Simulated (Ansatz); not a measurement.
## GaHCl (SMILES [Cl][GaH]): the electronic atomisation energy, rung by rung

The species is GaHCl (3 atoms), meant as a doublet with charge 0. As SMILES, `[Cl][GaH]`. The coordinates come from a PBE0-D4/def2-TZVP relaxation.

```xyz
3

Cl    1.5307   -0.1913    0.8057
Ga   -0.3311   -0.5835   -0.2328
H    -1.2105    0.7100   -0.5863
```

Each level gives the electronic atomisation energy (eV). The values are calculated. Electronic energies at fixed atoms, without zero-point motion or spin-orbit coupling.

```
           level                    kind  program  value (eV)  CPU time (all runs)
 U-revPBE/STO-3G                     GGA   Ansatz        8.93                 20 s
     UPBE/STO-3G                     GGA   Ansatz        9.20                 19 s
U-r2SCAN0/STO-3G         hybrid meta-GGA   Ansatz        8.27                 90 s
    UPBE0/STO-3G           global hybrid   Ansatz        8.47                 13 s
   UHSE06/STO-3G  range-separated hybrid   Ansatz        8.49                 23 s
  UB2PLYP/STO-3G           double hybrid   Ansatz        7.48                 29 s
     UMP2/STO-3G     perturbation theory   Ansatz        6.03                3.7 s
    UCCSD/STO-3G   coupled cluster or CI   Ansatz        6.47                  5 s
```

All-electron rows without a relativistic Hamiltonian named are non-relativistic. The values span 6.03 to 9.20 eV. Spin contamination of the reference (⟨S²⟩ at least 0.1 too high) touches U-revPBE/STO-3G, UPBE/STO-3G, U-r2SCAN0/STO-3G, UPBE0/STO-3G, UHSE06/STO-3G, UB2PLYP/STO-3G, UMP2/STO-3G, UCCSD/STO-3G. All rows use very small basis sets, so none should be taken for the real molecule's value. In the correlated wave-function rows the outer d shell of Ga is correlated, in sets not made for it. CPU times are rough (shared hosts, several kinds of processor and program).
